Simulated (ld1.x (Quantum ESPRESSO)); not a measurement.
**Configuration tests for Mn (Z = 25) (TM)**

| Property | Result |
| --- | --- |
| Element | manganese |
| Generator | ld1.x (Quantum ESPRESSO) 7.5 |
| Type | norm-conserving Troullier–Martins (Kleinman–Bylander form) |
| Functional | PW91 |
| Relativity | scalar-relativistic |
| Frozen core | [Ne] |
| Valence charge | 15 |
| Reference configuration | 3s2 3p6 3d5 4s0 4p0 (charge +2) |
| Partial waves | 3p (bound): rc 0.75 bohr; 3d (bound): rc 2.05 bohr; 3s (bound): rc 1.30 bohr |
| Local potential | the s channel |
| Core correction | a·sin(br)/r model core, default radius (core density twice the valence density) |

Energies are relative to the spin-unpolarised reference configuration 3s2 3p6 3d5 4s0 4p0; without spin polarisation the order of configurations can differ from experiment.

```tsv
valence configuration	charge	ΔE all-electron (eV)	error AE − PS (meV)
3s2 3p6 3d5 4s2 4p0	0	-24.116	+1139
3s2 3p6 3d5 4s1 4p0	+1	-15.641	+743
3s2 3p6 3d5 4s0 4p1	+1	-10.882	+143
3s2 3p6 3d3 4s0 4p0	+4	83.503	+866
3s2 3p6 3d4 4s2 4p0	+1	-10.844	+2079
```

Problem. What are ΔE and the potential's error for 3s2 3p6 3d4 4s0 4p0?

Solution. ΔE = 32.620 eV all-electron; the error (AE − PS) is +128 meV.

Problem. What are ΔE and the potential's error for 3s1 3p6 3d5 4s2 4p0?

Solution. ΔE = 69.401 eV all-electron; the error (AE − PS) is +1796 meV.

Levels in the configuration 3s2 3p6 3d4 4s0 4p0:

```json
{"level": "3s", "all-electron (eV)": "-121.876", "pseudo (eV)": "-121.723"}
{"level": "3p", "all-electron (eV)": "-90.383", "pseudo (eV)": "-90.260"}
{"level": "3d", "all-electron (eV)": "-41.315", "pseudo (eV)": "-40.979"}
```
